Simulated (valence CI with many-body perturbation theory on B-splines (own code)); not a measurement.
# From CI to CI+MBPT in Se18+

Computed by configuration interaction combined with many-body perturbation theory (CI+MBPT): six valence electrons over a frozen Dirac-Fock core [Ne], radial functions for each j: 9 s, 9 p, 8 d, 6 f, 3 g, 1 h, with the one-electron correlation potential Σ1 (screened to all orders), the two-electron term Σ2, the three-electron term Σ3, Breit, model QED; selected single and double excitations, second order for the rest, scaled by the run's own slope (own B-spline code, finite nucleus).

No measured levels were compared; by estimate levels of excited configurations hold to 0.05 to 0.15 % of their energy, terms of the ground configuration to about 0.5 %. Among the levels kept, up to 1500 cm⁻¹ of a level comes from second order outside the variational space, and about a tenth of that is noise between levels of different J, which matters for small intervals.

Each rung adds one term. CI alone is the Dirac-Coulomb CI over the frozen core; QED comes last and gives the full result, which names the levels. Energies are above 3s2 3p4 3P_2 on the same rung, in cm⁻¹.

Names give the largest LS component (configuration and term), which can be under half, so a name can repeat, a term be missing and a line seem to break the LS rules; names also repeat where a configuration has a term twice. Letters in brackets count levels of one name in rising energy.

```csv
Level,CI alone
3s2 3p4 3P_0,40828
3s2 3p4 3P_1,58460
3s2 3p4 1D_2,93288
3s2 3p4 1S_0,183485
3s 3p5 3P°_2,490703
3s 3p5 3P°_1,523749
3s 3p5 3P°_0,554335
3s 3p5 1P°_1,629014
3s2 3p3 3d 5D°_2,639616
3s2 3p3 3d 5D°_3,640549
3s2 3p3 3d 5D°_0,640569
3s2 3p3 3d 5D°_1,642981
3s2 3p3 3d 5D°_4,649485
3s2 3p3 3d 3D°_2 [a],669801
3s2 3p3 3d 3D°_3 [a],696026
3s2 3p3 3d 3D°_1 [a],700296
```

**Question.** What do these energies become with core correlation, Breit and QED?

**Answer.** 3s2 3p4 3P_0 40522 (-305); 3s2 3p4 3P_1 57849 (-611); 3s2 3p4 1D_2 92112 (-1175); 3s2 3p4 1S_0 181501 (-1984); 3s 3p5 3P°_2 488863 (-1840); 3s 3p5 3P°_1 521570 (-2179); 3s 3p5 3P°_0 551992 (-2343); 3s 3p5 1P°_1 625093 (-3921); 3s2 3p3 3d 5D°_2 635560 (-4055); 3s2 3p3 3d 5D°_3 636177 (-4372); 3s2 3p3 3d 5D°_0 636781 (-3788); 3s2 3p3 3d 5D°_1 638994 (-3986); 3s2 3p3 3d 5D°_4 644685 (-4799); 3s2 3p3 3d 3D°_2 [a] 665182 (-4618); 3s2 3p3 3d 3D°_3 [a] 690948 (-5078); 3s2 3p3 3d 3D°_1 [a] 695337 (-4959).

**Question.** How does the ionisation energy move along the ladder, and which term matters most?

**Answer.** CI alone 740.82, + Σ1 741.50, + Σ2 741.52, + Σ3 741.15, + Breit 740.83, + QED 740.84 eV. The largest step is Σ1, 0.69 eV. NIST lists 739.8 ± 1.1 eV (semi-empirical).
